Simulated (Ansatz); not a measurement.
Isolated molecules relaxed with PBE0-D4/def2-TZVP in Ansatz; ΔE leaves out vibrations. CCSD(T)/CBS adds triple-zeta CCSD(T) − MP2 to the extrapolated MP2 energy (def2 sets, frozen cores). This one scheme is used for every species. DFT in def2-TZVPP. B3LYP here is the variant with VWN-RPA as its local correlation; programs differ in this. One conformer a species, not always the lowest.

Consider the ligand exchange at the Si–C bond: `C[SiH2][SiH2]O` + H–F → `O[SiH2][SiH2]F` + CH₄.

```tsv
level	ΔE (kcal/mol)	difference from CCSD(T)/CBS
PBE0-D4	-28.4	1.9
B3LYP-D4	-32.0	-1.7
B2PLYP	-32.9	-2.6
r2SCAN	-31.4	-1.1
B3LYP	-33.7	-3.4
MP2/def2-TZVPP	-30.2	0.1
SCS-MP2/def2-TZVPP	-32.0	-1.7
SCS-MP2/def2-QZVPP	-32.2	-1.9
HF/CBS(def2)	-37.7	-7.4
MP2/CBS(def2)	-30.3	0.0
CCSD(T)/CBS	-30.3	0
```

Largest T1 diagnostic among the species: 0.012.

The D4 term adds +1.7 kcal/mol with B3LYP and +1.0 kcal/mol with PBE0; it sums over pairs of atoms, weighted by their polarisabilities, and B3LYP, whose exchange is more repulsive, gets the larger term. In def2-TZVPP, CCSD(T) changes the Hartree–Fock value by +7.0 kcal/mol (the triples alone add +0.9 kcal/mol) and MP2 by +7.0 kcal/mol.
